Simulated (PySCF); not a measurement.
**Correlation energy of P³⁺ (phosphorus, charge +3)**

[Ne] 3s2, closed-shell 1S. All numbers are calculated (PySCF 2.14, no relativity, point nucleus, in aug-cc-pV(Q+d)Z (7s6p5d3f2g, 89 functions)). Frozen: [Ne]; 2 electrons correlated.

With two correlated electrons CCSD is exact within the correlated space (frozen core and kept virtual orbitals).

| level | correlation energy (mhartree) |
| --- | --- |
| CCSD | -50.35 |

Diagnostics: T1 = 0.0048, D1 = 0.0069, largest double amplitude 0.114.

**Question.** Is a single reference adequate?

**Answer.** Mostly. T1 lies below 0.03, but a double amplitude of this size points to a near-degeneracy that CCSD handles and MP2 describes poorly.
